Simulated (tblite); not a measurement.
C₇H₁₄FNSi.
Cartesian coordinates in Å at the GFN2-xTB level; atoms count from 1:
```
atom  x, y, z in Å
C1     2.5421   -0.7280    1.0800
C2     2.8102   -0.6564   -0.2137
F3     4.0232   -1.0913   -0.6568
Si4    1.7080   -0.0028   -1.5896
C5     0.6239    1.4694   -1.1447
C6    -0.1478    0.1455   -1.2287
N7    -0.6972   -0.3872   -0.0124
C8    -0.7380   -1.8370   -0.0468
C9    -2.0225    0.1461    0.2824
C10   -2.0092    1.6293    0.6245
H11    1.5830   -0.4036    1.4370
H12    3.2528   -1.1132    1.7919
H13    2.1898   -0.2315   -2.9395
H14    0.3662    2.2170   -1.8813
H15    0.7156    1.8855   -0.1526
H16   -0.8258    0.0824   -2.0882
H17    0.2642   -2.2172   -0.2379
H18   -1.0753   -2.2100    0.9199
H19   -1.4138   -2.2244   -0.8253
H20   -2.7147   -0.0267   -0.5631
H21   -2.4070   -0.4077    1.1440
H22   -1.7264    2.2276   -0.2360
H23   -1.3095    1.8208    1.4337
H24   -3.0036    1.9331    0.9442
```

Calculated harmonic vibrations of the isolated species, GFN2-xTB (tblite), most abundant isotopes, no scaling. The method is semi-empirical: single wavenumbers can be off by several per cent or more. Modes of hydrogen on silicon can be 10 to 20 % off. One conformer, not necessarily the lowest.

Harmonic wavenumbers (cm⁻¹): 39.9, 48.7, 78.4, 108.3, 135.8, 176.3, 210.7, 214.6, 245.5, 288.8, 313.4, 360.4, 374.9, 398.1, 434.0, 467.9, 502.2, 584.5, 637.3, 690.8, 730.5, 736.2, 780.0, 829.6, 843.8, 887.0, 925.5, 929.1, 975.1, 1041.1, 1062.8, 1072.5, 1093.5, 1099.4, 1127.5, 1150.4, 1162.5, 1195.5, 1238.5, 1283.6, 1315.5, 1359.0, 1361.0, 1404.3, 1415.8, 1421.0, 1482.7, 1489.1, 1493.9, 1494.5, 1505.1, 1660.0, 2360.4, 2790.5, 2842.6, 2853.7, 2950.0, 3003.3, 3015.4, 3032.4, 3043.5, 3059.1, 3061.1, 3088.8, 3105.4, 3162.5.

A = 1959, B = 653.3, C = 599.2 MHz; mass 159.088 u (most abundant isotopes); point group C1, symmetry number 1.

Task: Zero-point energy?

Result: ½Σν̃ = 42623 cm⁻¹ = 509.88 kJ/mol.

Task: Give the ideal-gas entropy at 298.15 K and 1 bar in the rigid-rotor, harmonic-oscillator model (classical rotation).

Result: Translation 172.08, rotation 127.27, vibration 168.26: S = 467.6 J/(mol K).

Task: And Cp and H(298.15 K) − H(0)?

Result: Cp = 204.60 J/(mol K), of which vibrations give 171.35 (their classical limit is 66 R = 548.8); H(298.15 K) − H(0) = 36.11 kJ/mol without the zero-point energy, 26.20 from vibrations.

Task: How do the functions run with temperature in this model?

Result: 
```tsv
T (K)	S (J/(mol K))	Cp (J/(mol K))	H − H(0) (kJ/mol)	G − H(0) (kJ/mol)	ln q(vib)
50	259.9	63.3	2.31	-10.69	0.85
100	313.7	95.2	6.28	-25.09	2.55
373.15	517.8	244.1	52.96	-140.27	12.31
500	597.6	302.0	87.72	-211.09	16.71
750	736.7	383.3	174.14	-378.36	24.98
1000	854.8	436.7	277.07	-577.68	32.63
```

q(vib) and H(0) count from the zero-point level.

Task: Which modes carry the vibrational entropy at 298.15 K?

Result: 39.9 cm⁻¹: 22.02; 48.7 cm⁻¹: 20.37; 78.4 cm⁻¹: 16.45; 108.3 cm⁻¹: 13.80; 135.8 cm⁻¹: 11.98; 176.3 cm⁻¹: 9.90 J/(mol K); the other 60 give 73.73 together.

Task: What must be added to the electronic energy to get the Gibbs energy at 298.15 K and 1 bar?

Result: ZPE + [H(298.15 K) − H(0)] − T·S = 509.88 + 36.11 − 139.42 = 406.57 kJ/mol.

Task: Blend soft modes into free rotors: weight 1/[1 + (100 cm⁻¹/ν̃)⁴] for the oscillator and the rest for a rotor with moment μB/(μ + B), μ = h/(8π²ν), B = 10⁻⁴⁴ kg m². What vibrational entropy results?

Result: 153.37 J/(mol K) in place of 168.26, which changes −T·S at 298.15 K by +4.44 kJ/mol.

Hindered rotation and anharmonicity are outside this model. Other conformers, if any are populated, would add a mixing term that is left out. The structure is chiral; the term R ln 2 for an equal mix with its mirror image is left out.
